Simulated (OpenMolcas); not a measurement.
# Computed transition rates of P⁺

* Program: OpenMolcas
* Method: MS-RASPT2, IPEA 0.25 Eh, imaginary shift 0.1 Eh (closed shells correlated: 2s 2p 3s)
* Basis: ANO-RCC-VQZP [6s5p3d2f1g]
* Scalar Hamiltonian: DKH2, point nucleus
* Active space: 2 electrons in 9 orbitals (RAS2 3p; RAS3 3d 4s, at most 1 electron)
* State averaging: 2S+1 = 3 even, 3 roots; 2S+1 = 1 even, 6 roots; 2S+1 = 3 odd, 18 roots; 2S+1 = 1 odd, 18 roots
* Spin-orbit coupling: RASSI with atomic mean-field integrals over the reference wave functions, term energies averaged over their components

Rates come from the transition moments of the reference wave functions (E1 and E2 in the length form). At fixed line strength A goes as λ^-3 for E1 and M1 and as λ^-5 for E2, so a rate at the computed wavelength can be rescaled to the measured one. Measured vacuum wavelengths follow from level energies in NIST Handbook of Basic Atomic Spectroscopic Data. Branching counts decays inside the model space alone, at computed energies, and the table is only a selection of the E2 and M1 lines, drawn from those between levels with measured partners whose computed energy lies within a factor of 1.5 of the measured one.

```json
{"Upper": "3s2 3p2 1S0", "Lower": "3s2 3p2 1D2", "Type": "E2", "λ computed (nm)": "571.7", "λ measured (nm)": "787.8", "A computed (s-1)": "8.98e+00", "A rescaled (s-1)": "1.81e+00", "Branching %": "97.5"}
{"Upper": "3s2 3p2 1S0", "Lower": "3s2 3p2 3P1", "Type": "M1", "λ computed (nm)": "384.4", "λ measured (nm)": "467.1", "A computed (s-1)": "2.12e-01", "A rescaled (s-1)": "", "Branching %": "2.3"}
{"Upper": "3s2 3p2 1D2", "Lower": "3s2 3p2 3P2", "Type": "M1", "λ computed (nm)": "1212", "λ measured (nm)": "1189", "A computed (s-1)": "1.27e-02", "A rescaled (s-1)": "", "Branching %": "72.7"}
{"Upper": "3s2 3p2 1D2", "Lower": "3s2 3p2 3P1", "Type": "M1", "λ computed (nm)": "1173", "λ measured (nm)": "1147", "A computed (s-1)": "4.69e-03", "A rescaled (s-1)": "", "Branching %": "26.7"}
{"Upper": "3s2 3p2 3P2", "Lower": "3s2 3p2 3P1", "Type": "M1", "λ computed (nm)": "36590", "λ measured (nm)": "32870", "A computed (s-1)": "2.76e-04", "A rescaled (s-1)": "3.81e-04", "Branching %": "100.0"}
{"Upper": "3s2 3p2 1D2", "Lower": "3s2 3p2 3P2", "Type": "E2", "λ computed (nm)": "1212", "λ measured (nm)": "1189", "A computed (s-1)": "8.98e-05", "A rescaled (s-1)": "", "Branching %": "0.5"}
{"Upper": "3s2 3p2 3P1", "Lower": "3s2 3p2 3P0", "Type": "M1", "λ computed (nm)": "69080", "λ measured (nm)": "60640", "A computed (s-1)": "5.48e-05", "A rescaled (s-1)": "8.10e-05", "Branching %": "100.0"}
```

Spin-changing lines and M1 lines between different terms are not rescaled, since their strength hangs on the term gaps too.

The largest correction is for 3s2 3p2 1S0 → 3s2 3p2 1D2 (E2): 8.98e+00 × (571.7 / 787.8)^5 = 1.81e+00 s-1, a factor of 0.20.

No measured rate stands beside these. Rescaling mends the energy factor alone: line strengths can still be far off where a level mixes with configurations outside the active space, and weak or spin-changing lines hang on small mixing coefficients that depend on the term gaps too, so rescaling need not improve them.

Term energies are means over components that CASPT2 splits; among the terms shown or strongly mixed into the levels shown the widest spread is 160 cm-1 (3s2 3p2 1D). Over all roots computed the reference weight is 0.91 to 0.97; the roots of lowest weight are the least certain, and an intruder state may touch them. With the s shell closed, the reference lacks s² → p² mixing. Some terms miss by over 15 % even with CASPT2, which points to a basis or an active space too small for the shells correlated. Measured partners are found by configuration, term and J. A level has none where our copy of the source lacks it or the pairing is in doubt (some pairs that miss far off the trend of their configuration count as doubtful). Only configurations of the active space appear.
